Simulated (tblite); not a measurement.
Parent: `[CH3:1][N:2]1[CH2:3][Si@@H:4]([Cl:5])[CH2:6][SiH2:7]1` with C1–N2–C3–Si4 -177°, N2–C3–Si4–Cl5 -127°, C3–Si4–C6–Si7 -4°, Si4–C6–Si7–N2 14°, C3H10ClNSi2.

Computed geometry: GFN2-xTB, gas phase. One conformer each, not checked by frequencies here.

```tsv
coordinate of the parent	value
C1–N2	1.438 Å
N2–C3	1.448 Å
C3–Si4	1.910 Å
Si4–Cl5	2.024 Å
Si4–C6	1.892 Å
C6–Si7	1.905 Å
N2–Si7	1.715 Å
C1–N2–C3	114.0°
C1–N2–Si7	122.6°
C3–N2–Si7	120.5°
N2–C3–Si4	108.8°
C3–Si4–Cl5	109.7°
C3–Si4–C6	100.6°
Cl5–Si4–C6	112.0°
Si4–C6–Si7	105.3°
N2–Si7–C6	100.3°
```

Problem. How does the shared frame change in `[CH3:1][N:2]1[CH2:3][Si@@H:4]([Cl:5])[CH2:6][Si@H:7]1[NH:8][SiH3:9]` with C6–Si7–N8–Si9 -71°, C1–N2–C3–Si4 180°, N2–C3–Si4–Cl5 -109°, C3–Si4–C6–Si7 3°, Si4–C6–Si7–N8 -128°, C3H13ClN2Si3? Atoms pair as C1 = C1, N2 = N2, C3 = C3, Si4 = Si4, Cl5 = Cl5, C6 = C6, Si7 = Si7 (parent first).

Solution. 
```json
{"parent": "C1–N2", "relative": "C1–N2", "value in the relative": "1.439 Å", "change": "+0.001"}
{"parent": "N2–C3", "relative": "N2–C3", "value in the relative": "1.447 Å", "change": "-0.001"}
{"parent": "C3–Si4", "relative": "C3–Si4", "value in the relative": "1.909 Å", "change": "-0.001"}
{"parent": "Si4–Cl5", "relative": "Si4–Cl5", "value in the relative": "2.021 Å", "change": "-0.003"}
{"parent": "Si4–C6", "relative": "Si4–C6", "value in the relative": "1.889 Å", "change": "-0.003"}
{"parent": "C6–Si7", "relative": "C6–Si7", "value in the relative": "1.905 Å", "change": "0.000"}
{"parent": "N2–Si7", "relative": "N2–Si7", "value in the relative": "1.716 Å", "change": "+0.001"}
{"parent": "C1–N2–C3", "relative": "C1–N2–C3", "value in the relative": "113.9°", "change": "-0.1"}
{"parent": "C1–N2–Si7", "relative": "C1–N2–Si7", "value in the relative": "122.4°", "change": "-0.2"}
{"parent": "C3–N2–Si7", "relative": "C3–N2–Si7", "value in the relative": "119.8°", "change": "-0.7"}
{"parent": "N2–C3–Si4", "relative": "N2–C3–Si4", "value in the relative": "109.0°", "change": "+0.2"}
{"parent": "C3–Si4–Cl5", "relative": "C3–Si4–Cl5", "value in the relative": "110.2°", "change": "+0.5"}
{"parent": "C3–Si4–C6", "relative": "C3–Si4–C6", "value in the relative": "101.0°", "change": "+0.4"}
{"parent": "Cl5–Si4–C6", "relative": "Cl5–Si4–C6", "value in the relative": "112.1°", "change": "+0.1"}
{"parent": "Si4–C6–Si7", "relative": "Si4–C6–Si7", "value in the relative": "104.7°", "change": "-0.6"}
{"parent": "N2–Si7–C6", "relative": "N2–Si7–C6", "value in the relative": "101.0°", "change": "+0.7"}
```

No shared bond changes by more than 0.004 Å. Bonds of the relative outside the shared frame: Si7–N8 1.730, N8–Si9 1.728 Å. Point group C1 → C1.

Problem. How does the shared frame change in `[CH:1]#[C:2][Si@@H:3]1[CH2:4][Si@H:5]([Cl:6])[CH2:7][N:8]1[CH3:9]` with C2–Si3–C4–Si5 -112°, Si3–C4–Si5–Cl6 117°, C4–Si5–C7–N8 -11°, Si5–C7–N8–C9 -178°, C5H10ClNSi2? Atoms pair as C1 = C9, N2 = N8, C3 = C7, Si4 = Si5, Cl5 = Cl6, C6 = C4, Si7 = Si3 (parent first).

Solution. 
```json
{"parent": "C1–N2", "relative": "C9–N8", "value in the relative": "1.437 Å", "change": "-0.001"}
{"parent": "N2–C3", "relative": "N8–C7", "value in the relative": "1.447 Å", "change": "-0.001"}
{"parent": "C3–Si4", "relative": "C7–Si5", "value in the relative": "1.911 Å", "change": "+0.001"}
{"parent": "Si4–Cl5", "relative": "Si5–Cl6", "value in the relative": "2.024 Å", "change": "0.000"}
{"parent": "Si4–C6", "relative": "Si5–C4", "value in the relative": "1.892 Å", "change": "0.000"}
{"parent": "C6–Si7", "relative": "C4–Si3", "value in the relative": "1.906 Å", "change": "+0.001"}
{"parent": "N2–Si7", "relative": "N8–Si3", "value in the relative": "1.716 Å", "change": "+0.001"}
{"parent": "C1–N2–C3", "relative": "C9–N8–C7", "value in the relative": "114.1°", "change": "+0.1"}
{"parent": "C1–N2–Si7", "relative": "C9–N8–Si3", "value in the relative": "122.5°", "change": "-0.1"}
{"parent": "C3–N2–Si7", "relative": "C7–N8–Si3", "value in the relative": "120.6°", "change": "+0.1"}
{"parent": "N2–C3–Si4", "relative": "N8–C7–Si5", "value in the relative": "108.9°", "change": "+0.1"}
{"parent": "C3–Si4–Cl5", "relative": "C7–Si5–Cl6", "value in the relative": "109.8°", "change": "+0.1"}
{"parent": "C3–Si4–C6", "relative": "C7–Si5–C4", "value in the relative": "100.8°", "change": "+0.2"}
{"parent": "Cl5–Si4–C6", "relative": "Cl6–Si5–C4", "value in the relative": "112.4°", "change": "+0.4"}
{"parent": "Si4–C6–Si7", "relative": "Si5–C4–Si3", "value in the relative": "105.2°", "change": "-0.1"}
{"parent": "N2–Si7–C6", "relative": "N8–Si3–C4", "value in the relative": "100.9°", "change": "+0.6"}
```

No shared bond changes by more than 0.004 Å. Bonds of the relative outside the shared frame: C1≡C2 1.203, C2–Si3 1.861 Å. Point group C1 → C1.
